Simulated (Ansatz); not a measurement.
One change: `ClC1=C(Cl)[SiH2]1` becomes `FC1=C(Cl)[SiH2]1`.

Ansatz, PBE0-D4/def2-TZVP geometries, multiplicity 1. 

```csv
property,`ClC1=C(Cl)[SiH2]1`
HOMO energy (B3LYP/def2-TZVPP) / eV,-7.36
HOMO–LUMO gap (PBE0/def2-TZVPP) / eV,6.74
LUMO energy (PBE0/def2-TZVPP) / eV,-0.87
HOMO–LUMO gap (ωB97M-V/def2-TZVPP) / eV,10.60
LUMO energy (ωB97M-V/def2-TZVPP) / eV,0.92
HOMO energy (PBE/def2-TZVPP) / eV,-6.47
```

Task: What does the change do to each property? (An estimate is asked.)

Result: Computed: 
```tsv
property	`FC1=C(Cl)[SiH2]1`	shift
HOMO energy (B3LYP/def2-TZVPP) / eV	-7.51	-0.15
HOMO–LUMO gap (PBE0/def2-TZVPP) / eV	6.96	0.22
LUMO energy (PBE0/def2-TZVPP) / eV	-0.80	0.07
HOMO–LUMO gap (ωB97M-V/def2-TZVPP) / eV	10.86	0.26
LUMO energy (ωB97M-V/def2-TZVPP) / eV	1.00	0.08
HOMO energy (PBE/def2-TZVPP) / eV	-6.56	-0.09
```

With PBE0 the HOMO falls by 0.14 eV and the LUMO rises by 0.07 eV, so the gap widens by about 0.21 eV. PBE moves the HOMO by -0.09 eV and ωB97M-V by -0.18 eV.

B3LYP here is the variant with VWN-RPA as its local correlation; programs differ in this.
